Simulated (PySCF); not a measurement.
## Löwdin shares of the frontier orbitals

Compound: (HMg-mu-NH2)2.
Cartesian coordinates in Å at the PBE0-D3(BJ)/def2-SVP level; atoms count from 1:
```xyz
10
H6Mg2N2 angstrom
Mg     1.436    0.307    0.274
H      3.094    0.589    0.622
N     -0.369    0.562    1.297
Mg    -1.431   -0.343   -0.256
H     -3.056   -0.834   -0.522
N      0.359   -0.501   -1.322
H     -0.624    1.530    1.511
H     -0.437    0.110    2.213
H      0.404    0.024   -2.199
H      0.624   -1.444   -1.618
```

Method: TDDFT CAM-B3LYP/def2-SVPD, vertical, gas phase, core orbitals frozen in the response (PySCF 2.14.0, density-fitted response routines).

Kohn–Sham orbitals with the atoms that hold most of them (Löwdin shares over 4%, at most four atoms; ? is withheld):

| orbital | ε (eV) | atoms |
| --- | --- | --- |
| HOMO-3 | -10.40 | N3 28%, N6 28%, Mg4 10%, Mg1 10% |
| HOMO-2 | -9.48 | N6 36%, N3 36%, Mg4 6%, Mg1 6% |
| HOMO-1 | -8.55 | ? |
| HOMO | ? | H5 22%, H2 22%, Mg4 19%, Mg1 19% |
| LUMO | -0.05 | ? |
| LUMO+1 | 0.02 | Mg1 42%, Mg4 41% |
| LUMO+2 | 0.25 | Mg4 43%, Mg1 43% |

Q: Which atoms hold the HOMO-1, and with what shares?

A: H2 (bonded to Mg) 28%; H5 (bonded to Mg) 28%; Mg1 (bonded to 2 N and H) 21%; Mg4 (bonded to 2 N and H) 21%. By element: hydrogen 55% or more, magnesium 41%.

Q: Give the leading atoms of the LUMO.

A: Mg4 (bonded to 2 N and H) 39%; Mg1 (bonded to 2 N and H) 38%.

Q: What is the HOMO energy, and the HOMO–LUMO gap?

A: ε(HOMO) = -8.05 eV; the gap is 8.00 eV (0.2941 hartree).

Q: The HOMO–LUMO gap is 8.00 eV. Where does the response calculation put the lowest singlet, and from which orbitals?

A: S1 is at 5.32 eV (f = 0.0003), 2.69 eV below the gap, made of HOMO→LUMO+1 (52%), HOMO→LUMO (31%), HOMO-1→LUMO+3 (9%). Its leading pair isn't HOMO and LUMO; the energies of that pair differ by 8.07 eV. 

Q: Give energy, strength and leading configuration of S6 and S7, and follow the Löwdin shares of the leading atoms from the occupied to the empty orbital.

A: 
- S6 (6.38 eV, f 0.0000), HOMO-2→LUMO (75%): N6 36% → at most 4%, N3 36% → at most 4%, Mg4 6% → 39%, Mg1 6% → 38%
- S7 (6.43 eV, f 0.0001), HOMO-2→LUMO+1 (79%): N6 36% → at most 4%, N3 36% → at most 4%, Mg1 6% → 42%, Mg4 6% → 41%

Löwdin shares depend on the basis, the more so with diffuse functions.

One conformer stands for the species.
